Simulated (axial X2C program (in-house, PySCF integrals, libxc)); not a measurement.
Which molecule has these constants?

Calculated with an axial X2C code built on PySCF integrals, spin-free (one-electron X2C) or two-component (2c: spin–orbit coupling with atomic mean-field Coulomb and Gaunt terms, which also bring small scalar terms), in Dyall basis sets with cores contracted in-house; open shells are unrestricted.

A two-component CCSD(T) calculation in a Dyall 3-zeta basis gave Re = 2.755 Å, ωe = 251.2 cm⁻¹, De = 2.96 eV, Ω = 0.

Question: Which molecule is it?
A. SiI
B. AlI
C. MgI
D. ICl
E. NaI

Answer: E. The others have MgI 2.596 Å and 314.5 cm⁻¹ (Ω = 1/2); SiI 2.463 Å and 358.3 cm⁻¹ (Ω = 1/2); AlI 2.560 Å and 316.1 cm⁻¹ (Ω = 0); ICl 2.353 Å and 373.0 cm⁻¹ (Ω = 0).

Frozen shells (counts by l): NaI I 4s3p2d, Na 2s1p, 8 electrons correlated; MgI I 4s3p2d, Mg 2s1p, 9 electrons correlated; SiI I 4s3p2d, Si 2s1p, 11 electrons correlated; AlI I 4s3p2d, Al 2s1p, 10 electrons correlated; ICl I 4s3p2d, Cl 2s1p, 14 electrons correlated. Coupled cluster in natural virtuals with an MP2 remainder. Where the outer core of a metal is frozen, bonds come out longer and ionisation energies lower.

Each entry is the lowest single determinant of a limited PBE0 search at one distance. De goes to single-determinant-based atoms at the same level (for ions the charge split of lowest energy) and is withheld (n/a) where an atom does not fit its ground term or J level. Main or longest-lived isotopes. Some light 2c atoms are not at their ground J level, so De misses part of their lowering (0.04 eV or less).
